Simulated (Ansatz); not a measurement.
CH6OSiSn (`O=[C]([SiH3])[SnH3]`), relaxed with RKS PBE0-D4/def2-TZVP in Ansatz from a PBE-D4/def2-SVP geometry. The force threshold is 0.005 eV/Å; the program also tests the step.

Charge 0, multiplicity 1. Sn takes the def2 core potential.

Start:

```xyz
10

O     0.360    0.447    2.053
C     0.286    0.183    0.873
Si    1.816   -0.140   -0.292
Sn   -1.813    0.062   -0.053
H     3.134   -0.054    0.425
H     1.728    0.882   -1.393
H     1.608   -1.506   -0.889
H    -2.596    1.578    0.238
H    -1.840   -0.282   -1.755
H    -2.683   -1.172    0.793
```

Question: By how much does the energy fall, and how many steps does the optimiser take? (An estimate is asked.)

Answer: Ansatz gave: 0.04 eV, in 7 steps.

Question: Which bonds change most? (An estimate is asked.)

Answer: Ansatz gave: C2–Sn4 from 2.297 to 2.249 Å; Sn4–H10 from 1.731 to 1.706 Å; Sn4–H8 from 1.731 to 1.706 Å; Sn4–H9 from 1.736 to 1.712 Å.

Question: Give the relaxed structure. (Estimate.)

Answer: Ansatz gave: 
```xyz
10

O     0.365    0.434    2.020
C     0.266    0.178    0.851
Si    1.785   -0.140   -0.299
Sn   -1.801    0.068   -0.029
H     3.075   -0.044    0.427
H     1.700    0.866   -1.391
H     1.589   -1.493   -0.884
H    -2.569    1.569    0.231
H    -1.754   -0.271   -1.706
H    -2.657   -1.166    0.780
```
